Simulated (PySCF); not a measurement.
SMILES COC(=O)OC (C3H6O3), singlet (GFN2-xTB optimised geometry):

```
12

C     -0.260    -2.329    -0.006
O     -0.948    -1.084     0.001
C     -0.171    -0.001     0.000
O      1.027    -0.001     0.000
O     -0.947     1.083     0.000
C     -0.259     2.327     0.009
H      0.281    -2.461    -0.944
H     -1.027    -3.091     0.101
H      0.450    -2.378     0.822
H      0.299     2.449     0.940
H      0.437     2.385    -0.830
H     -1.027     3.091    -0.077
```

Level of theory: B3LYP/def2-TZVP (PySCF 2.14.0).

Task: What are the frontier orbital energies and the dipole moment?

Result: HOMO-2 -8.69 eV, HOMO-1 -8.57 eV, HOMO -8.14 eV, LUMO 0.88 eV, LUMO+1 1.01 eV; dipole moment 0.45 D.

Meta-Löwdin charges at B3LYP/def2-TZVP: C1 -0.11, O2 -0.34, C3 0.66, O4 -0.51, O5 -0.34, C6 -0.11, H7 0.12, H8 0.13, H9 0.12, H10 0.12, H11 0.12, H12 0.13.
